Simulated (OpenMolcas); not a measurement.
**Rh5+: moving or changing the point charges**

Rh5+ among 2 point charges of -2 e arranged as a linear pair (D∞h), 2.26 Å from the ion.
```
   0.0000    0.0000    2.2600  -2.00
   0.0000    0.0000   -2.2600  -2.00
```

```
Program             : OpenMolcas
Method              : CASSCF
Basis               : ANO-RCC-VTZP [7s6p4d2f1g]
Scalar Hamiltonian  : DKH2, point nucleus
Active space        : 4 electrons in 5 orbitals (4d)
State averaging     : 2S+1 = 5 even, 5 roots; 2S+1 = 3 even, 45 roots; 2S+1 = 1 even, 50 roots
Spin-orbit coupling : RASSI with atomic mean-field integrals over the reference wave functions
```

Runs around this geometry, states (labels by Λ). Energies in cm-1 above the lowest state or level, χT in cm3 K/mol.

```csv
R (Å),q (e),Ground state,First state of that spin,First gap with spin-orbit (degeneracies),χT at 300 K,First state of another spin
2.26,-1.6,5Σ,5Π 3145,"219.5 (1, 2)",1.375,3Γ 22634
2.08,-2,5Σ,5Π 5070,"165.9 (1, 2)",1.774,3Φ 22353
2.26,-2,5Σ,5Π 3823,"196.7 (1, 2)",1.531,3Γ 22718
2.53,-2,5Σ,5Π 2611,"238.0 (1, 2)",1.253,3Γ 22578
```

Taking the first state of the same spin as R^-n, n = -ln(2611 / 5070) / ln(2.53 / 2.08) = 3.4 between the shortest and longest distance.

Scaling the charges by -1.6 / -2 = 0.80 scales the first state of the same spin by 3145 / 3823 = 0.82; with fixed orbitals a first-order splitting would follow the charge.

Without dynamic correlation the repulsion within the d shell is too large (B by tens of per cent), so at a given field states of lower spin stand too high. Point charges give a weaker field than real ligands, and real ions of this kind are as a rule low spin; the high spin found here belongs to the model. This is an electrostatic model: the charges have no orbitals. No measured value stands beside these numbers.
